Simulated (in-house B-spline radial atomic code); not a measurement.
Configurations of Pd⁺, with energies counted from [Kr] 4d9. Level of theory: non-relativistic CAM-B3LYP, spin-polarised, spherical fractional occupations, point nucleus; calculated with a radial B-spline atomic code at the basis-set limit. Shells without spins written out take the highest spin.

Caution: exact exchange at fractional occupations of open shells leaves self-interaction of up to several eV.

Occupations are held fixed; configurations that lie above the ionisation limit could autoionise.

```
                                                  configuration  E - E(ref) (eV)  highest orbital  its <r> (bohr)
                         [Kr] 4d(5 up, 3 down) 5p(1 up, 0 down)           12.077            5p up           3.659
                                                   [Kr] 4d8 5f1           19.998            5f up           16.34
                            [Ar] 3d10 4s2 4p(3 up, 2 down) 4d10           47.251          4d down           1.435
                                      [Ar] 3d10 4s2 4p5 4d9 5d1           66.306            5d up            6.23
[Ar] 3d(4 up, 5 down) 4s2 4p6 4d(4 up, 5 down) 5p(1 up, 0 down)           356.71            5p up           3.671
                                       [Ar] 3d9 4s2 4p6 4d9 5d1           361.61            5d up           6.207
```

(1) Order these further configurations by energy, lowest first.
A. [Ar] 3d9 4s2 4p6 4d9 4f1
B. [Ar] 3d9 4s2 4p6 4d9 5f1
C. [Ar] 3d10 4s2 4p5 4d9 5p1
D. [Ar] 3d10 4s2 4p(3 up, 2 down) 4d(5 up, 4 down) 5s(1 up, 0 down)
E. [Ar] 3d9 4s2 4p6 4d9 5s1

(2) How far above the reference does [Ar] 3d10 4s2 4p5 4d9 4f1 lie?

Answers

(1) D (55.201 eV), C (61.276 eV), E (350.57 eV), A (363.67 eV), B (364.57 eV).

(2) 68.348 eV; its least bound orbital is 4f up with <r> = 9.744 bohr.
